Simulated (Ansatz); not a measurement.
Species: MoH₃, net charge 0, quartet state. The spin state was set by rule; other spins were not relaxed. SMILES: [MoH3]
Geometry: optimised at B3LYP-D3(BJ)/def2-TZVP (Ansatz, a first-principles code).

Quantity: vertical ionisation energy (to the triplet state of charge +1; each state is the SCF solution reached for its spin; the molecule has degenerate orbitals, so one determinant may break the symmetry; the UHF <S^2> is 2.24 for the triplet (pure: 2.00) and 3.86 for the quartet (pure: 3.75); for the triplet T1 is 0.060), in eV. Correlated levels leave the core frozen unless marked. UHF or UKS for open shells. No spin-orbit coupling. Frozen are the shells of the preceding noble gas and the d and f shells that filled before the atom's block. In def2 rows, elements after Kr have scalar-relativistic effective core potentials. CBS(X,Y): correlation extrapolated as X^-3; Hartree-Fock from the larger set.

```json
[
 {"level": "BHLYP/def2-TZVPD", "program": "Ansatz", "vertical ionisation energy (eV)": "8.87"},
 {"level": "MP2/def2-QZVPPD", "program": "Ansatz", "vertical ionisation energy (eV)": "8.97"}
]
```

Question: What does CCSD(T)/CBS(def2-TZVPPD,def2-QZVPPD) (Ansatz) give?

Answer: 8.84 eV
